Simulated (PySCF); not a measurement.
Gas-phase reaction: SiF4.NH3 + 3 HSiNH2 = 4 N + 4 SiH3F

Energies from PySCF, thermal terms from the rigid-rotor harmonic-oscillator model, ideal gas at 1 bar. † marks an energy on the PBE0/def2-TZVP geometry and frequencies. MP2 freezes the core. Open shells (unrestricted): N (multiplicity 4); the rest are closed-shell singlets. B3LYP is the form with VWN-RPA correlation. Adducts (SiF4.NH3) have no counterpoise correction, and HF, PBE, BLYP, B3LYP and PBE0 lack dispersion. SiF4.NH3, HSiNH2: computed as isolated molecules; such fragments, hydroxides, amides, oligomers or adducts are transient or little studied in the gas. MP2 isn't extrapolated to the basis-set limit.

```tsv
level	ΔH°(298 K), kJ
B3LYP/def2-TZVP†	1791
BLYP/def2-TZVP†	?
MP2/def2-TZVPP†	1770
PBE/def2-TZVP†	?
PBE0/def2-QZVP†	1839
PBE0/def2-SVP†	?
ωB97M-V/def2-TZVP†	1848
```

Complete the blanks.


- BLYP/def2-TZVP†, ΔH°(298 K), kJ: 1860
- PBE/def2-TZVP†, ΔH°(298 K), kJ: 1970
- PBE0/def2-SVP†, ΔH°(298 K), kJ: 1835
